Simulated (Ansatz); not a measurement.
Two structures of SiH$_{5}$SBr, singlet, reached by relaxing down either side of one saddle point (PBE0-D4/def2-TZVP). Energies are electronic, without zero-point energy. Program: Ansatz 0.2.0. Basis: def2-TZVPP and def2-QZVPP. Cores are frozen in the correlated methods. Filled d shells of the heavier atoms are correlated. The def2 sets are not built for correlating such inner shells, so the correlated values are less sure here. Extrapolation: Hartree–Fock as exp(−7.88 √X), correlation as X^−2.97. First:

```xyz
8
angstrom
Si 0.1561 -0.0491 -1.4048
Br 2.0227 0.3167 -0.2454
H -0.3837 -1.3717 -1.0242
H 0.5277 -0.0335 -2.8392
H -0.8032 1.0360 -1.1078
H 0.0892 -0.7859 2.2249
S -1.0971 -0.1597 2.2002
H -0.5116 1.0473 2.1962
```

Second:

```
8
angstrom
Si -0.7812 -0.0530 -0.8957
Br 3.0235 -0.3667 1.0495
H -0.7590 -1.4575 -1.3641
H 0.4045 0.6874 -1.3880
H -2.0228 0.6258 -1.3398
H 1.5904 -0.3511 1.2277
S -0.7391 -0.2062 1.2504
H -0.7162 1.1213 1.4601
```

Task: Which bonds change from the first to the second?

Result: SiH₃Br ([SiH3][Br]) + H₂S → SiH₄S ([SiH3][SH]) + HBr; bonds formed: Si1–S7, Br2–H6; bonds broken: Si1–Br2, H6–S7.

Task: Give the saddle point's structure and its height above each. (To be estimated.)

Result: The calculation gives: 35.22 kcal/mol above the first and 27.16 kcal/mol above the second (CCSD(T) at an estimated basis limit (MP2 extrapolated from triple and quadruple zeta, plus CCSD(T) − MP2 in triple zeta)).
```json
{"atom": "Si1", "x (Å)": "-0.2166", "y (Å)": "-0.1446", "z (Å)": "-0.8478"}
{"atom": "Br2", "x (Å)": "2.2049", "y (Å)": "-0.7268", "z (Å)": "0.1075"}
{"atom": "H3", "x (Å)": "-0.1977", "y (Å)": "-1.5036", "z (Å)": "-1.4192"}
{"atom": "H4", "x (Å)": "0.4726", "y (Å)": "1.0101", "z (Å)": "-1.4573"}
{"atom": "H5", "x (Å)": "-1.6659", "y (Å)": "0.2490", "z (Å)": "-0.9872"}
{"atom": "H6", "x (Å)": "0.7932", "y (Å)": "-0.0490", "z (Å)": "1.6180"}
{"atom": "S7", "x (Å)": "-0.5884", "y (Å)": "-0.0820", "z (Å)": "1.4659"}
{"atom": "H8", "x (Å)": "-0.8019", "y (Å)": "1.2469", "z (Å)": "1.5201"}
```

No T1 diagnostic of these runs exceeds 0.011.

Labels in which every atom is bracketed show which atoms are joined, not bond orders.

For scale, one of the runs: CCSD(T)/def2-TZVPP, 202 basis functions, launched by `ansatz run in.yaml --threads 4 --pin off --events-out ev --progress --plain --max-ram 9574MiB`. Time: 16 s of wall clock on 4 CPU threads of an Intel Xeon 6975P-C; the host was shared. Peak host memory: 2.5 GiB.
